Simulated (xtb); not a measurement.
xtb input (GFN2-xTB):

```bash
xtb mol.xyz --gfn 2 --sp --chrg 0 --uhf 0
```
mol.xyz:
```
8

C     -2.46620919     0.24935079     0.07326835
Si    -0.61626031     0.06230818     0.01830841
I      0.41150953     2.22153440    -0.54103571
I      0.19931243    -0.68577053     2.21071667
I     -0.00859793    -1.59665289    -1.68757236
H     -2.73809919     0.98572517     0.83030253
H     -2.83035733     0.58153028    -0.89952405
H     -2.92451766    -0.70855706     0.32153841
```

End of the output:

```
         :::::::::::::::::::::::::::::::::::::::::::::::::::::
         ::                     SUMMARY                     ::
         :::::::::::::::::::::::::::::::::::::::::::::::::::::
         :: total energy             -16.951264935088 Eh    ::
         :: gradient norm              0.015424589505 Eh/a0 ::
         :: HOMO-LUMO gap              5.021994416667 eV    ::
         ::.................................................::
         :: SCC energy               -17.045152611723 Eh    ::
         :: -> isotropic ES            0.025793772618 Eh    ::
         :: -> anisotropic ES          0.005995722684 Eh    ::
         :: -> anisotropic XC         -0.006142667127 Eh    ::
         :: -> dispersion             -0.010299263954 Eh    ::
         :: repulsion energy           0.093887676636 Eh    ::
         :: add. restraining           0.000000000000 Eh    ::
         :: total charge              -0.000000000000 e     ::
         :::::::::::::::::::::::::::::::::::::::::::::::::::::

           -------------------------------------------------
          |                Property Printout                |
           -------------------------------------------------

    * Orbital Energies and Occupations

         #    Occupation            Energy/Eh            Energy/eV
      -------------------------------------------------------------
         1        2.0000           -0.8158819             -22.2013
       ...           ...                  ...                  ...
         4        2.0000           -0.6917532             -18.8236
         5        2.0000           -0.6051609             -16.4673
         6        2.0000           -0.5255662             -14.3014
         7        2.0000           -0.5255662             -14.3014
         8        2.0000           -0.4808308             -13.0841
         9        2.0000           -0.4805442             -13.0763
        10        2.0000           -0.4805442             -13.0763
        11        2.0000           -0.4463888             -12.1469
        12        2.0000           -0.4463888             -12.1469
        13        2.0000           -0.4396578             -11.9637
        14        2.0000           -0.4385851             -11.9345
        15        2.0000           -0.4385851             -11.9345
        16        2.0000           -0.4358397             -11.8598 (HOMO)
        17                         -0.2512848              -6.8378 (LUMO)
        18                         -0.2273187              -6.1857
        19                         -0.2273187              -6.1857
        20                         -0.1877631              -5.1093
        21                         -0.0810963              -2.2067
        22                         -0.0810963              -2.2067
        23                         -0.0491344              -1.3370
        24                         -0.0491344              -1.3370
        25                         -0.0117954              -0.3210
        26                         -0.0058347              -0.1588
        27                         -0.0058347              -0.1588
       ...                                ...                  ...
        43                          1.2705453              34.5733
      -------------------------------------------------------------
                  HL-Gap            0.1845549 Eh            5.0220 eV
             Fermi-level           -0.3435622 Eh           -9.3488 eV

     #   Z          covCN         q      C6AA      α(0)
     1   6 C        3.657    -0.179    24.326     7.079
     2  14 Si       3.474     0.540   100.708    19.484
     3  53 I        1.004    -0.161   383.884    33.823
     4  53 I        1.004    -0.161   383.884    33.823
     5  53 I        1.004    -0.161   383.884    33.823
     6   1 H        0.925     0.040     2.447     2.446
     7   1 H        0.925     0.040     2.447     2.446
     8   1 H        0.925     0.040     2.447     2.446

 Mol. C6AA /au·bohr⁶  :       6124.099626
 Mol. C8AA /au·bohr⁸  :     475836.034178
 Mol. α(0) /au        :        135.371034

Wiberg/Mayer (AO) data.
largest (>0.10) Wiberg bond orders for each atom

 ---------------------------------------------------------------------------
     #   Z sym  total        # sym  WBO       # sym  WBO       # sym  WBO
 ---------------------------------------------------------------------------
     1   6 C    3.990 --     8 H    0.988     7 H    0.988     6 H    0.988
                             2 Si   0.849
     2  14 Si   3.987 --     3 I    1.041     5 I    1.041     4 I    1.041
                             1 C    0.849
     3  53 I    1.207 --     2 Si   1.041
     4  53 I    1.207 --     2 Si   1.041
     5  53 I    1.207 --     2 Si   1.041
     6   1 H    0.998 --     1 C    0.988
     7   1 H    0.998 --     1 C    0.988
     8   1 H    0.998 --     1 C    0.988
 ---------------------------------------------------------------------------

Topologies differ in total number of bonds
Writing topology from bond orders to xtbtopo.mol

molecular dipole:
                 x           y           z       tot (Debye)
 q only:       -0.624       0.063       0.019
   full:       -1.601       0.162       0.048       4.091
molecular quadrupole (traceless):
                xx          xy          yy          xz          yz          zz
 q only:        4.540      -0.692      -2.238      -0.203       0.021      -2.302
  q+dip:       14.883      -2.270      -7.336      -0.667       0.067      -7.546
   full:       14.426      -2.200      -7.111      -0.646       0.065      -7.315

           -------------------------------------------------
          | TOTAL ENERGY              -16.951264935088 Eh   |
          | GRADIENT NORM               0.015424589505 Eh/α |
          | HOMO-LUMO GAP               5.021994416667 eV   |
           -------------------------------------------------

------------------------------------------------------------------------
------------------------------------------------------------------------
Note: The following floating-point exceptions are signalling: IEEE_DENORMAL
normal termination of xtb
 total:
 SCF:
```
